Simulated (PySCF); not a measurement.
Structure with atom numbers: `[CH3:1][CH2:2][CH2:3][c:4]1[cH:5][o:6][c:7]([SiH3:8])[cH:9]1`. Hydrogens are named by the atom that carries them.

[PySCF 2.14: σ from GIAO-PBE0/pcSseg-1; geometry from GFN2-xTB; averaged over atoms made equivalent by symmetry, fast rotation or ring inversion; isolated molecule; non-relativistic; single conformer]

References, each an isolated molecule treated in the same way: ¹³C and ¹H and ²⁹Si against TMS; ¹⁷O vs H2O.

```tsv
atoms	nucleus	count	Hirshfeld charge	δ (ppm)
C2	¹³C	1	-0.06	31.2
H(C9)	¹H	1	0.06	?
C9	¹³C	1	-0.08	?
H(C3)	¹H	2	0.04	2.58
C4	¹³C	1	-0.03	133.7
H(C5)	¹H	1	0.06	?
H(C1)	¹H	3	0.04	0.91
C1	¹³C	1	-0.12	?
C5	¹³C	1	0.01	151.6
H(Si8)	¹H	3	-0.07	4.45
C7	¹³C	1	-0.05	152.2
Si8	²⁹Si	1	0.31	-87.5
H(C2)	¹H	2	0.04	?
O6	¹⁷O	1	-0.06	323.6
C3	¹³C	1	-0.07	30.0
```

Complete the table.

Answers


- C9: 134.8 ppm, aromatic CH; the aromatic region
- C1: 14.7 ppm, methyl carbon; aliphatic region, no heteroatom directly attached
- H(C5): 7.75 ppm, hydrogen on an aromatic CH next to the ring oxygen; aromatic region
- H(C9): 6.95 ppm, hydrogen on an aromatic CH; it sits in the deshielding region of the aromatic ring current
- H(C2): 1.51 ppm, hydrogen on an sp3 CH2

Shifts are as computed. Against solution values, carbons near 30 ppm lie about +3 ppm off and those near 130 ppm about +5 ppm. Of 1211 compounds with measured shifts, 218 miss one by over three times the rms of a fit or turn the order of signals round; such compounds aren't used in these exercises. Unscaled 17O shifts of doubly bonded oxygen tend to come out too high, by tens of ppm or more. Experimental scales use liquid or dissolved standards, which lie at an offset from isolated H2O (liquid H2O: subtract about 36 ppm).
